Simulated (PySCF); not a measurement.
An unknown shows these calculated signals:

¹H NMR (600 MHz, computed): δ 7.10 (m, 1H), 5.82 (m, 1H), 5.74 (m, 2H).

¹³C{¹H} NMR (computed): δ 163.0 (CH), 124.7 (C), 109.5 (CH), 94.0 (C), 89.2 (C), 86.2 (CH2).

- geometry from GFN2-xTB
- PBE0/pcSseg-1 with gauge-including orbitals
- program: PySCF 2.14
- non-relativistic Hamiltonian, fast rotation and ring inversion assumed for equivalent nuclei, one computed conformer, in vacuum

Scale: ¹H (σ = 31.72 ppm) and ¹³C (σ = 186.93 ppm) vs TMS (reference shieldings calculated alike).

Q: Which of these does the molecule contain: a ketone, a benzene ring, a (CH3)2CH unit, a CF3 group, a non-aromatic C=C double bond, a C≡C triple bond?

A: 
- A ketone: no.
- A benzene ring: no.
- A (CH3)2CH unit: no.
- A CF3 group: yes (δC 124.7).
- A non-aromatic C=C double bond: yes.
- A C≡C triple bond: yes (δC 89.2, 94.0).

The data belong to SMILES FC(C#C/C=C\CF)(F)F, C$_{6}$H$_{4}$F$_{4}$; they needn't prove each group on their own.

Carbon signals by region: 1 in the far downfield region (above 160 ppm), 2 in the sp2 and nitrile region (100–160 ppm), 3 at 50–100 ppm. Above 160 ppm: 163.0, alkene CH.

Splittings by ¹⁹F in the carbon and heteronuclear signals aren't shown, as no couplings were computed. Shifts are as computed. Against solution values, carbons near 30 ppm lie about +3 ppm off and those near 130 ppm about +5 ppm. Of 1309 compounds with measured shifts, 239 miss one by over three times the rms of a fit or turn the order of signals round; such compounds aren't used in these exercises. No couplings were computed; multiplicities are counted from neighbouring protons, with m where these are inequivalent, close in shift, in a saturated or five-membered ring or joined by F or P, and br s for small geminal =CH2 splittings.
